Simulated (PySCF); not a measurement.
**MS anions for M along group 13**

PBE0 with double-zeta basis sets in PySCF, for the lowest determinant that a PBE0 search found; no spin–orbit coupling. De refers to high-spin ground-configuration atoms (the charge goes to the atom of lower measured ionisation energy or higher electron affinity, which is not always the lowest computed limit). A positive dipole points towards S; it is taken about the centre of mass and depends on that origin.

| M | basis | charged atom | state (unpaired electrons) | Re (Å) | ωe (cm⁻¹) | De (eV) | μ (D) |
| --- | --- | --- | --- | --- | --- | --- | --- |
| B | aug-cc-pVDZ/aug-cc-pV(D+d)Z | S− | singlet (closed shell) | 1.697 | 1002 | 6.03 | 3.72 |
| Al | def2-SVPD | S− | singlet (closed shell) | 2.109 | 571 | 4.72 | -0.43 |
| In | def2-SVPD | S− | singlet (closed shell) | 2.349 | 383 | 3.70 | -5.29 |
| Tl | def2-SVPD | S− | singlet (closed shell) | 2.427 | 344 | 3.29 | -7.23 |

The shortest bond is that of BS⁻ (1.697 Å), the longest that of TlS⁻ (2.427 Å). BS⁻ is bound most strongly (6.03 eV) and TlS⁻ least (3.29 eV).

The rows differ in basis set, which adds steps of its own.

Down a group the atoms grow and get heavier, so bonds lengthen and wavenumbers fall; this series shows no clear exception.

These are scalar-relativistic numbers at best; spin–orbit coupling would shift them, the dissociation energy most. For an ion De counts to the pair picked by the measured ionisation energies or electron affinities, which need not be the lowest pair at this level.
